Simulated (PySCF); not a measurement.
**Telling isomers of C5H11NO2Si apart by NMR**

- GIAO PBE0/pcSseg-1 shieldings
- coordinates at the GFN2-xTB level
- run in PySCF 2.14.0 with density-fitted response routines
- relativity neglected, a single conformation, fast rotation and ring inversion assumed for equivalent nuclei, no solvent

Shifts are taken against calculated references (same method and geometry level): 1H, 13C vs TMS. Where no couplings were computed, multiplicities follow the n + 1 count of equivalent neighbours, and m marks all less simple cases (inequivalent or close neighbours, rings, F or P nearby). Acid and N–H amide carbonyl carbons lie up to 10 ppm further downfield in solution (hydrogen bonding). Shifts are as computed. Against solution values, carbons near 30 ppm lie about +3 ppm off and those near 130 ppm about +5 ppm. Of 1211 compounds with measured shifts, 218 miss one by over three times the rms of a fit or turn the order of signals round; such compounds aren't used in these exercises. OH and NH positions are gas-phase values without hydrogen bonding to other molecules.

(1) Tabulate the signals of `CO[Si](C)(CC#N)OC`, `CN[Si@H]1CCOC(=O)C1`, `C=CO[Si@@H](O)[C@@H]1CCN1`, `CO[SiH2]C(=O)NC1CC1` and their relative energies.

(2) What is the quickest way to tell CN[Si@H]1CCOC(=O)C1 from CO[SiH2]C(=O)NC1CC1?

(3) What is the quickest way to tell CO[Si](C)(CC#N)OC from CN[Si@H]1CCOC(=O)C1?

(4) What is the quickest way to tell CO[Si](C)(CC#N)OC from C=CO[Si@@H](O)[C@@H]1CCN1?

Answers

(1) 
```json
{"SMILES": "CO[Si](C)(CC#N)OC", "carbon types": "1×C 1×CH2 3×CH3", "δC": "124.5, 53.4, 3.5, -5.4", "δH": "3.98 (s, 6H), 1.46 (s, 2H), 0.34 (s, 3H)", "E rel. (kcal/mol)": "0.0"}
{"SMILES": "CN[Si@H]1CCOC(=O)C1", "carbon types": "1×C 3×CH2 1×CH3", "δC": "174.0, 66.3, 31.3, 22.5, 15.7", "δH": "5.09 (m, 1H), 4.68 (m, 1H), 4.18 (m, 1H), 2.77 (s, 3H), 2.11 (m, 1H), 2.05 (m, 1H), 1.17 (m, 1H), 0.76 (m, 1H), 0.04 (br s, 1H)", "E rel. (kcal/mol)": "17.9"}
{"SMILES": "C=CO[Si@@H](O)[C@@H]1CCN1", "carbon types": "2×CH 3×CH2", "δC": "154.9, 98.3, 51.7, 49.8, 20.6", "δH": "6.56 (m, 1H), 5.03 (d, 1H), 4.85 (m, 1H), 4.52 (m, 1H), 4.14 (m, 1H), 3.79 (m, 1H), 3.79 (m, 1H), 3.17 (br s, 1H), 2.65 (m, 1H), 2.27 (m, 1H), 0.46 (br s, 1H)", "E rel. (kcal/mol)": "32.5"}
{"SMILES": "CO[SiH2]C(=O)NC1CC1", "carbon types": "1×C 1×CH 2×CH2 1×CH3", "δC": "179.8, 54.1, 23.4, 7.9", "δH": "5.27 (br s, 1H), 4.64 (s, 2H), 4.07 (m, 1H), 3.79 (s, 3H), 0.77 (m, 2H), 0.30 (m, 2H)", "E rel. (kcal/mol)": "41.1"}
```

Energies are electronic energies at PBE0/pcSseg-1 on these geometries, without zero-point or thermal terms, each for the one conformer computed, which needn't be the lowest.

(2) Count the carbon signals: 5 against 4. The first has an sp3 CH2 bonded to O at 66.3 ppm, the second a three-membered-ring carbon (CH) at 23.4 ppm. Their most deshielded carbons lie at 174.0 and 179.8 ppm. In the proton spectra the most deshielded non-exchanging signals are 5.09 (m, 1H) and 4.64 (s, 2H).

(3) Count the carbon signals: 4 against 5. The first has a nitrile carbon (C) at 124.5 ppm, the second an sp3 CH2 bonded to O at 66.3 ppm. Their most deshielded carbons lie at 124.5 and 174.0 ppm. In the proton spectra the most deshielded non-exchanging signals are 3.98 (s, 6H) and 5.09 (m, 1H).

(4) Count the carbon signals: 4 against 5. The first has a nitrile carbon (C) at 124.5 ppm, the second an alkene carbon bearing oxygen (CH) at 154.9 ppm. In the proton spectra the most deshielded non-exchanging signals are 3.98 (s, 6H) and 6.56 (m, 1H).
